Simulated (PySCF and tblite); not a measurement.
Values are calculated unless marked as measured or tabulated.
2 regioisomers of C4H3ClSe:

| isomer | SMILES |
| --- | --- |
| A | [Cl:1][c:2]1[cH:3][cH:4][se:5][cH:6]1 |
| B | [Cl:1][c:2]1[cH:3][cH:4][cH:5][se:6]1 |

Each isomer is a Boltzmann average at 298.15 K over at most 6 conformers: GFN2-xTB geometries, energies r2SCAN/def2-TZVP (IEF-PCM, acetonitrile) (D3(BJ) added where defined), GIAO shieldings CAM-B3LYP/pcSseg-1 (IEF-PCM, acetonitrile), GFN2-xTB thermal terms. Programs: PySCF with density fitting and tblite.

What shifts does each isomer give (ppm)?


A: ¹H (against TMS): 8.05 (H4, 1H), 7.76 (H6, 1H), 7.22 (H3, 1H). ¹³C (against TMS): 151.1 (C4), 145.0 (C6), 140.0 (C3), 138.8 (C2).

B: ¹H (against TMS): 7.77 (H5, 1H), 7.26 (H3, 1H), 7.23 (H4, 1H). ¹³C (against TMS): 161.6 (C2), 149.8 (C5), 139.4 (C3), 138.0 (C4).

Spin–orbit effects of the heavy atoms on shieldings are missing. Shifts are unscaled: against experiment ¹³C can be off by 15 ppm or more and ¹H by 0.8 ppm.
